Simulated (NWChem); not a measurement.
**Correlation energy of H₄Al (-1)**

```xyz
5

Al     0.0000     0.0000     0.0000
H      0.0000    -1.3442    -0.9505
H      0.0000     1.3442    -0.9505
H      1.3443     0.0000     0.9505
H     -1.3443     0.0000     0.9505
```
Charge -1, spin multiplicity 1.

All runs are NWChem calculations. All single points use one geometry, from B3LYP/def2-SVP, a minimum by its harmonic frequencies.

Basis set: aug-cc-pVTZ. Each correlation energy counts from its own Hartree-Fock reference.

```csv
method,correlation energy (mHa),difference from CCSD(T)
CR-CCSD(T),-165.0,+0.4
CCSD(T),-165.3,0.0
CCSD+T(CCSD),-165.4,-0.1
MP2,-132.5,+32.8
CCSD,-162.2,+3.1
CR-CCSD[T],-165.0,+0.3
SCS-MP2,-150.7,+14.6
```

The values span 32.9 mHa, from CCSD+T(CCSD) (lowest) to MP2 (highest). 

The correlated methods keep 5 core orbitals frozen. The structure started from a generated list of species. The anion's geometry comes from a basis without diffuse functions. Differences from the coupled-cluster row are differences between methods, not errors against experiment.
